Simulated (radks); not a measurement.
Numerical settings for the molybdenum ion Mo2+, [Kr] 4d4. Method: scalar-relativistic Kohn-Sham, PBE, spin-polarised, spherical densities, finite nucleus; open shells are filled with parallel spins first (spin-orbit coupling, left out, can overturn this in heavy ions); Fermi nuclear charge, rms radius 4.4091 fm; computed with a radial shooting solver on a logarithmic mesh with Libxc functionals. The defaults (mesh step 0.008 in ln r, mesh end at 40 bohr or more with all orbitals vanishing there, Anderson mixing 0.5 over 9 steps, residual threshold near 1e-9 with the energy settled to 1e-9 hartree or 1e-11 of itself, here a cap of 58 iterations) give E = -4047.8503 hartree and 4d at -21.936 eV in 14 iterations. Run on one thread of a shared host, so times are rough (Arm Neoverse N1): 0.23 s of CPU time, 0.23 s wall, 14 iterations on 2198 mesh points. Changes against that run (0 stands for a change within the tolerance of the run):

| setting | iterations | converged | E (mhartree) | e(4d) (meV) | CPU (s) |
|---|---|---|---|---|---|
| mesh step in ln r 0.03 | 14 | yes | 0 | 0 | 0.08 |
| mesh step in ln r 0.08 | 4 | no | diverged | - | 0.03 |
| mesh step in ln r 0.005 | 19 | yes | 0 | 0 | 0.43 |
| mesh end (bohr) 1 | 16 | level above zero | +1.51e+05 | +4.78e+05 | 0.18 |
| mesh end (bohr) 2 | 15 | level above zero | +6.39e+03 | +4.47e+04 | 0.18 |
| residual threshold 1e-05 | 10 | yes | 0 | -0.0201 | 0.19 |
| residual threshold 1e-13 | 58 | no | 0 | 0 | 0.51 |
| mixing 1 | 15 | yes | 0 | 0 | 0.24 |
| linear mixing, mixing 0.5 | 30 | yes | 0 | 0 | 0.39 |
| linear mixing, mixing 0.05 | 58 | no | +2.17 | -406 | 0.84 |
| mixing history 3 | 20 | yes | 0 | 0 | 0.29 |
| iteration cap 5 | 5 | no | -0.186 | -48.9 | 0.1 |

Settled on a wrong energy, with an occupied level pushed above zero by the early mesh end: mesh end (bohr) 1 (+151 hartree); mesh end (bohr) 2 (+6.39 hartree). Apart from these: no run marked as converged misses the energy by more than 1 mhartree. A mesh that ends early acts as a hard wall.
